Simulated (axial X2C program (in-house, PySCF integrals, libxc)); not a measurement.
# Which molecule has these constants?

Calculated with an in-house relativistic program for diatomic molecules, spin-free (one-electron X2C) or two-component (2c: spin–orbit coupling with atomic mean-field Coulomb and Gaunt terms, which also bring small scalar terms), in Dyall basis sets with cores contracted in-house; open shells are unrestricted.

A two-component PBE0 calculation in a Dyall 3-zeta basis gave Re = 3.025 Å, ωe = 196.4 cm⁻¹, De = 0.17 eV, dipole magnitude 0.45 D, Ω = 1/2.

Question: Which molecule is it?
A. BeSc
B. CaSc
C. SrSc

Answer: B. The others have SrSc 3.171 Å and 157.2 cm⁻¹ (Ω = 1/2); BeSc 2.414 Å and 410.7 cm⁻¹ (Ω = 3/2).

Each entry is the lowest single determinant of a limited PBE0 search at one distance. De goes to single-determinant-based atoms at the same level (for ions the charge split of lowest energy) and is withheld (n/a) where an atom does not fit its ground term or J level. Main or longest-lived isotopes. One determinant is a doubtful description, or other states lie close, for CaSc, SrSc, BeSc; these need not be ground states, and all values refer to the states named. With several unpaired electrons the Ω given is that of one determinant, not necessarily of the lowest component. Some light 2c atoms are not at their ground J level, so De misses part of their lowering (0.04 eV or less). The functionals have no current term, which raises determinants with orbital currents.
